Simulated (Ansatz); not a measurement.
System: C6H11, charge 0, multiplicity 2. It need not be the lowest isomer of its formula. 
Structure (B3LYP-D3(BJ)/def2-TZVP (Ansatz, an electronic-structure program) minimum search):
SMILES: [CH2]/C=C\C(C)C
```xyz
17

C      2.3697    -0.5247    -0.3950
C      1.6108    -0.3653     0.7461
C      0.2651    -0.0471     0.8193
C     -0.6601     0.1868    -0.3318
C     -1.3249     1.5659    -0.2193
C     -1.7206    -0.9232    -0.4028
H      1.9541    -0.4082    -1.3863
H      3.4188    -0.7749    -0.3293
H      2.1214    -0.5053     1.6947
H     -0.1828     0.0329     1.8056
H     -0.0887     0.1639    -1.2625
H     -2.0005     1.7399    -1.0596
H     -1.9096     1.6382     0.7014
H     -0.5797     2.3625    -0.2076
H     -2.3976    -0.7578    -1.2441
H     -1.2559    -1.9027    -0.5223
H     -2.3195    -0.9434     0.5111
```
Charge 0, spin multiplicity 2.

Parts of the frozen-core correlation energy in cc-pVDZ (Ansatz, hartree). Frozen orbitals: 6; correlated occupied orbitals by spin: 18 and 17; virtual: 115 and 116. Open shells are spin-unrestricted. Spin-orbit coupling is left out. Non-relativistic.

```json
[
 {"term": "reference (HF)", "value": "-233.59228"},
 {"term": "MP2 opposite-spin", "value": "[?]"},
 {"term": "MP2 same-spin", "value": "[?]"},
 {"term": "CCSD correlation", "value": "[?]"},
 {"term": "(T)", "value": "-0.02879"},
 {"term": "T1 diagnostic", "value": "0.020"},
 {"term": "largest doubles amplitude", "value": "0.086"},
 {"term": "<S^2> of the reference", "value": "0.946"}
]
```

Task: Complete the blanks.

Result: 
- MP2 opposite-spin, value: -0.61343
- MP2 same-spin, value: -0.18912
- CCSD correlation, value: -0.88961
